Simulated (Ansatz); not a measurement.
Gas-phase electronic energies from Ansatz, PBE0-D4/def2-TZVP geometries. CBS: MP2 limit from def2 TZ/QZ plus the TZ coupled-cluster correction, frozen cores. Functionals use def2-TZVPP. Each species was taken in one conformer, which may not be the lowest.

Reaction (formal exchange of groups at a C–C bond): `FC(F)C(F)(F)C(F)F` + `FCOCF` → `FCOC(F)C(F)F` + `FC(F)C(F)F`

```csv
species,r2SCAN-D4 energy (Eh)
`FC(F)C(F)(F)C(F)F`,-714.58396
`FCOCF`,-353.50416
`FCOC(F)C(F)F`,-591.30554
`FC(F)C(F)F`,-476.78534
```

Problem. Work out ΔE.

Solution. ΔE = (-591.30554) + (-476.78534) − (-714.58396) − (-353.50416) = -0.00276 Eh = -7.2 kJ/mol. CCSD(T)/CBS gives -9.3 kJ/mol.

Largest T1 diagnostic among the species: 0.012.

In def2-TZVPP, CCSD(T) changes the Hartree–Fock value by +7.3 kJ/mol (the triples alone add +1.2 kJ/mol) and MP2 by +6.9 kJ/mol.
